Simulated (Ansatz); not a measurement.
Z-matrix (Å, degrees):
```
Si
O 1 1.608
C 1 1.904 2 101.4
Al 1 2.967 2 28.8 3 -1.1
H 1 1.484 2 114.5 3 116.5
H 1 1.485 2 114.3 3 -116.6
F 3 1.424 1 108.4 2 -1.9
C 3 1.314 1 136.4 2 177.8
H 4 1.582 1 118.1 2 -93.4
H 4 1.582 1 118.2 2 93.2
H 8 1.083 3 118.6 1 0.3
H 8 1.084 3 122.7 1 -179.7
```

Charge 0, multiplicity 1.

List the ωB97M-V/def2-TZVPP orbital energies in eV (the Gaussian-basis code of Ansatz). (An estimate is asked.)

Ansatz gave: Occupied: -1807.73, -1531.84, -679.48, -525.62, -284.19, -282.37, -148.72, -116.41, -102.87, -102.82, -102.81, -76.07, -75.92, -75.87, -38.12, -29.89, -25.28, -20.62, -18.84, -17.51, -17.04, -16.91, -15.08, -14.52, -13.58, -13.37, -12.28, -11.73, -11.70, -10.76, -10.04. Lowest empty: 1.09, 1.47, 1.60, 2.51, 2.84, 3.11, 3.66, 3.80.
